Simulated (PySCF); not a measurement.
# Excitation energy of O²⁺ by level of theory

O²⁺ [He] 2s2 2p2 (3P) → O²⁺ [He] 2s1 2p2 3s1 (5P), as a difference of total energies. Computed with PySCF 2.14 in x2c-QZVPPall with one added diffuse shell each of s, p, d, f type (8s5p4d3f1g, 73 functions), with the spin-free X2C one-electron Hamiltonian (Gaussian nucleus). Correlated levels: valence: 1s2 frozen. The calculations carry no spin-orbit coupling.

| method | excitation energy (eV) |
| --- | --- |
| UHF | 39.752 |
| MP2 (valence) | 41.436 |
| SCS-MP2 (valence) | 41.900 |
| CCSD (valence) | 41.847 |
| CCSD(T) (valence) | 41.884 |

Question: How much does correlation contribute at CCSD(T) (valence)?

Answer: 41.884 − (39.752) = 2.132 eV, measured against UHF.

The promoted electron is Rydberg-like, and one or two diffuse shells describe it only roughly, which tends to raise the upper state.
